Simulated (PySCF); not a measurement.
Vertical excitations of a molecule C₅H₄F₂ from TDA-PBE/def2-SVPD run with PySCF, as energy in eV (oscillator strength): 4.91 (0.101), 5.44 (0.005), 5.66 (0.008), 6.24 (0.002), 6.26 (0.022), 6.60 (0.001), 7.03 (0.001), 7.27 (0.000), 7.49 (0.088), 7.51 (0.003). Lowest triplet (TDA): 2.97 eV. Coordinates come from a B3LYP-D3(BJ)/def2-SVP optimisation. One conformer was computed; it need not be the lowest.

**Question.** Which molecule gave these data?
A) CC#CC=C(F)F
B) FC1=C(F)CC=C1
C) C#CC/C(F)=C\F
D) C#C[C@H](F)C(=C)F

**Answer.** B, FC1=C(F)CC=C1
